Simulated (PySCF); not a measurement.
Species: C5H6F4.
Z-matrix (Å and degrees, PBE0-D3(BJ)/def2-SVP geometry), rows numbered from 1:
```
C 
C   1  1.5055
C   2  1.5115  1  123.03
C   3  1.4883  2   59.61  1  -113.68
F   4  1.3573  2  116.66  3   108.23
C   4  1.5081  2  123.26  3  -111.15
F   6  1.3343  4  111.28  2   -70.95
F   6  1.3383  4  111.47  2    49.22
F   6  1.3302  4  110.80  2   169.18
H   1  1.1003  2  110.05  3   -87.02
H   1  1.1004  2  110.93  3   153.53
H   1  1.0975  2  111.97  3    32.95
H   2  1.0956  1  114.67  3   145.70
H   3  1.0931  2  118.11  4   107.24
H   3  1.0923  2  118.43  4  -104.83
```

Linear response at PBE0/def2-SVPD (PySCF, frozen core in the response, non-relativistic).

Static isotropic polarisability: 60.91 au (9.03 Å³), principal values 56.2, 60.6, 65.9 au.

Q: What is the polarisability at 1064 nm and at the sodium D line?

A: 61.23 au at 1064 nm (+0.5 %), 61.99 au at 589.3 nm (+1.8 %). The rise at 589.3 nm is 3.33 times that at 1064 nm; a pure ω² law gives 3.26. The lowest singlet lies at 153 nm, shorter than both wavelengths.

Q: What is the isotropic C6 coefficient between two such molecules, C6 = (3/π)∫α(iω)² dω?

A: 1913 au (Eh·bohr⁶) by a ten-point quadrature over imaginary frequencies, which is 1140 eV·Å⁶ or 110 J·nm⁶/mol.

Q: Which effective excitation energy ω̄ makes London's formula C6 = (3/4)α²ω̄ exact here?

A: ω̄ = 4·C6/(3α²) = 0.688 Eh = 18.7 eV. A one-pole form α(ω) = α/(1 − ω²/ω̄²) fitted to the 1064 nm value gives 16.0 eV.

Q: What three-body coefficient follows from the one-pole estimate C9 = (3/4)·α·C6?

A: 87400 au. This is an estimate from the two numbers above, not a computed integral.

Q: What n − 1 at the D line would an ideal gas of it have at 273.15 K and 1 atm (2.6868 × 10¹⁹ cm⁻³), by n − 1 = 2π·N·α′?

A: 15.51 × 10⁻⁴, a formal value whether or not that pressure can be reached.

Q: How anisotropic is the static polarisability, by Δα² = ½[(α1 − α2)² + (α2 − α3)² + (α3 − α1)²]?

A: Δα = 8.4 au, or 0.14 of the isotropic value.

Q: How many electrons N does the Slater–Kirkwood formula C6 = (3/4)·√N·α^(3/2) need to give this C6?

A: N = (4·C6/3)²/α³ = 28.8; the species has 72 electrons in all.

Q: The lowest 6 singlets have (eV, f): 8.09, 0.007; 8.43, 0.004; 8.50, 0.015; 8.82, 0.005; 8.90, 0.018; 8.99, 0.021. What share of the static polarisability do they carry in the sum over states α = Σ f/ω²?

A: 0.68 au, 1.1 % of α; the largest term, 0.19 au, is that of the state at 8.99 eV. Their oscillator strengths add up to 0.07. Higher states carry the rest.

Q: What molar refraction at the D line follows from R = (4π/3)·N_A·α′, with α′ the polarisability volume?

A: α′ = 9.19 Å³ gives R = 23.17 cm³/mol, for isolated, non-vibrating species.

Time: 52 s wall; peak memory 0.99 GiB. Hardware: one thread, Arm Neoverse V2 (aarch64), shared host with 96 logical CPUs at a one-minute load of 30. This is the whole response run at PBE0/def2-SVPD, SCF included.
